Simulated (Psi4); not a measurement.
Pair of molecules: GeH4 (SMILES [GeH4]) (first 5 atoms) with H4OSi (SMILES O[SiH3]); geometry from B3LYP-D3(BJ)/def2-TZVP, rigid monomers moved along the line of their centres of mass till Ge1···O6 is 5.81 Å.
(charge 0, multiplicity 1):
```xyz
11

Ge     0.39343    -0.39215     0.44314
H     -0.90285    -1.19268     0.62537
H      1.37108    -0.70008     1.58413
H      0.08432     1.11010     0.40105
H      1.04381    -0.80140    -0.89261
O     -1.45372     0.94141     5.79153
Si    -0.68031     0.82570     7.24982
H     -2.35564     1.26943     5.77041
H     -0.56967     2.14925     7.91074
H      0.66273     0.29658     6.94757
H     -1.39464    -0.09262     8.17030
```

Method: Psi4 with SAPT0/aug-cc-pVDZ.

**Question.** Give the four SAPT terms and the total, and say what mostly holds the pair together.

**Answer.** electrostatics -0.06, exchange 0.00, induction -0.01, dispersion -0.07, total -0.14 kcal/mol; the largest attraction is dispersion.
